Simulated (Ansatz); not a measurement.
Ansatz (a program for electronic structure) input (B3LYP-D3(BJ)/def2-TZVP):

Ansatz 0.2 input:
```yaml
crystal:
  periodic: [false, false, false]
  atoms:
    - {symbol: Si, position_ang: [-0.30398005, 0.11692549, 0.02517987]}
    - {symbol: N, position_ang: [1.30539397, 0.22279780, -0.31111179]}
    - {symbol: H, position_ang: [-0.91104141, 1.46936243, -0.18340379]}
    - {symbol: H, position_ang: [-1.21527614, -0.80886769, -0.78620493]}
    - {symbol: H, position_ang: [-0.78683631, -0.27454441, 1.42540897]}
    - {symbol: H, position_ang: [1.83532759, -0.64204108, -0.20401385]}
basis:
  gaussian:
    orbitals: def2-TZVP
hamiltonian:
  xc: b3lyp
  dispersion: d3bj
total_charge: -1
relax: {f_tol: 0.002, max_steps: 150}
```

Output:

```
Functional definition: B3LYP
integrals: 0.02 GiB planned
592 factors; their error is unknown
0.15 GiB of the device are held for the grids
0.26 GiB of device memory are held for the factors and their scratch space
mean field: 0.29 GiB planned
mean field evaluation 1: about -9431.9507 eV, gradient 3.5e1 eV
mean field evaluation 2: about -9421.2792 eV, gradient 7.4e1 eV
mean field evaluation 4: about -9434.4694 eV, gradient 8.2e-1 eV
mean field evaluation 8: about -9434.5005 eV, gradient 1.5e-1 eV
mean field -9434.50056786 eV, -346.7115009349 hartree, gradient 5.7e-5 eV, S^2 0.000000; 0 other end points of the search recorded, 0 dependent functions left out
the calculation of the forces begins
reference -9434.50080742 eV, -346.7115097384 hartree; 13, 13 occupied and 79, 79 virtual orbitals, 592 factors
relax step   1: F+E_penalty+E_count = -9434.64279777 eV  Δ(F+E_penalty+E_count) = +0.000e0 eV  max|allowed force component| = 4.594e-1 eV/Å  Δτ_max = 0.0000 Å  (24 SCF iters, accepted)
these checks for a lower state are left out or cut short: starts, cluster_reference, orbital_swaps, neighbouring_geometries, increment
integrals: 0.02 GiB planned
592 factors; their error is unknown
0.15 GiB of the device are held for the grids
0.26 GiB of device memory are held for the factors and their scratch space
mean field: 0.29 GiB planned
mean field evaluation 16: about -9434.4788 eV, gradient 1.0e0 eV
mean field -9434.51034082 eV, -346.7118600845 hartree, gradient 9.8e-6 eV, S^2 0.000000; 0 other end points of the search recorded, 0 dependent functions left out
the calculation of the forces begins
reference -9434.51058098 eV, -346.7118689099 hartree; 13, 13 occupied and 79, 79 virtual orbitals, 592 factors
relax step   2: F+E_penalty+E_count = -9434.65224353 eV  Δ(F+E_penalty+E_count) = -9.446e-3 eV  max|allowed force component| = 1.566e-1 eV/Å  Δτ_max = 0.0376 Å  (29 SCF iters, accepted)
these checks for a lower state are left out or cut short: starts, cluster_reference, orbital_swaps, neighbouring_geometries, increment
integrals: 0.02 GiB planned
592 factors; their error is unknown
0.15 GiB of the device are held for the grids
0.26 GiB of device memory are held for the factors and their scratch space
mean field: 0.29 GiB planned
mean field -9434.51082245 eV, -346.7118777839 hartree, gradient 9.8e-6 eV, S^2 0.000000; 0 other end points of the search recorded, 0 dependent functions left out
the calculation of the forces begins
reference -9434.51106256 eV, -346.7118866079 hartree; 13, 13 occupied and 79, 79 virtual orbitals, 592 factors
relax step   3: F+E_penalty+E_count = -9434.65270419 eV  Δ(F+E_penalty+E_count) = -4.607e-4 eV  max|allowed force component| = 5.469e-2 eV/Å  Δτ_max = 0.0062 Å  (30 SCF iters, accepted)
these checks for a lower state are left out or cut short: starts, cluster_reference, orbital_swaps, neighbouring_geometries, increment
integrals: 0.02 GiB planned
592 factors; their error is unknown
0.15 GiB of the device are held for the grids
0.26 GiB of device memory are held for the factors and their scratch space
mean field: 0.29 GiB planned
mean field evaluation 32: about -9434.5109 eV, gradient 1.5e-1 eV
mean field -9434.51093593 eV, -346.7118819541 hartree, gradient 9.8e-6 eV, S^2 0.000000; 0 other end points of the search recorded, 0 dependent functions left out
the calculation of the forces begins
reference -9434.51117589 eV, -346.7118907726 hartree; 13, 13 occupied and 79, 79 virtual orbitals, 592 factors
relax step   4: F+E_penalty+E_count = -9434.65284207 eV  Δ(F+E_penalty+E_count) = -1.379e-4 eV  max|allowed force component| = 3.420e-2 eV/Å  Δτ_max = 0.0055 Å  (30 SCF iters, accepted)
these checks for a lower state are left out or cut short: starts, cluster_reference, orbital_swaps, neighbouring_geometries, increment
integrals: 0.02 GiB planned
592 factors; their error is unknown
0.15 GiB of the device are held for the grids
0.26 GiB of device memory are held for the factors and their scratch space
mean field: 0.29 GiB planned
mean field -9434.51096321 eV, -346.7118829566 hartree, gradient 1.1e-5 eV, S^2 0.000000; 0 other end points of the search recorded, 0 dependent functions left out
the calculation of the forces begins
reference -9434.51120317 eV, -346.7118917750 hartree; 13, 13 occupied and 79, 79 virtual orbitals, 592 factors
relax step   5: F+E_penalty+E_count = -9434.65286684 eV  Δ(F+E_penalty+E_count) = -2.477e-5 eV  max|allowed force component| = 9.284e-3 eV/Å  Δτ_max = 0.0007 Å  (21 SCF iters, accepted)
these checks for a lower state are left out or cut short: starts, cluster_reference, orbital_swaps, neighbouring_geometries, increment
integrals: 0.02 GiB planned
592 factors; their error is unknown
0.15 GiB of the device are held for the grids
0.26 GiB of device memory are held for the factors and their scratch space
mean field: 0.29 GiB planned
mean field -9434.51096424 eV, -346.7118829947 hartree, gradient 1.6e-5 eV, S^2 0.000000; 0 other end points of the search recorded, 0 dependent functions left out
the calculation of the forces begins
reference -9434.51120420 eV, -346.7118918131 hartree; 13, 13 occupied and 79, 79 virtual orbitals, 592 factors
relax step   6: F+E_penalty+E_count = -9434.65286884 eV  Δ(F+E_penalty+E_count) = -2.004e-6 eV  max|allowed force component| = 5.395e-4 eV/Å  Δτ_max = 0.0004 Å  (20 SCF iters, accepted)
integrals: 0.02 GiB planned
592 factors; their error is unknown
0.15 GiB of the device are held for the grids
0.26 GiB of device memory are held for the factors and their scratch space
mean field: 0.29 GiB planned
mean field evaluation 64: about -9434.5110 eV, gradient 4.3e-5 eV
mean field -9434.51096424 eV, -346.7118829947 hartree, gradient 1.5e-5 eV, S^2 0.000000; 1 other end points of the search recorded, 0 dependent functions left out
the calculation of the forces begins
reference -9434.51120420 eV, -346.7118918131 hartree; 13, 13 occupied and 79, 79 virtual orbitals, 592 factors
Total energy: -9434.65310880 eV, -346.7171067110 hartree
Atom 0 at    -0.291213     0.119747     0.022592 Å, force     0.000345    -0.000498     0.000058 eV/Å
Atom 1 at     1.329045     0.216015    -0.313967 Å, force    -0.000540     0.000309     0.000028 eV/Å
Atom 2 at    -0.950023     1.463988    -0.174788 Å, force    -0.000205     0.000337    -0.000039 eV/Å
Atom 3 at    -1.217478    -0.798021    -0.791352 Å, force     0.000164     0.000115     0.000020 eV/Å
Atom 4 at    -0.788738    -0.262335     1.425893 Å, force     0.000130     0.000084    -0.000128 eV/Å
Atom 5 at     1.841995    -0.655762    -0.202523 Å, force     0.000105    -0.000347     0.000062 eV/Å
Dipole moment:    -0.199788    -0.235775     0.095598 e Å
```

It need not be the lowest isomer of its formula. Whether it binds its extra electron was not tested at this geometry.
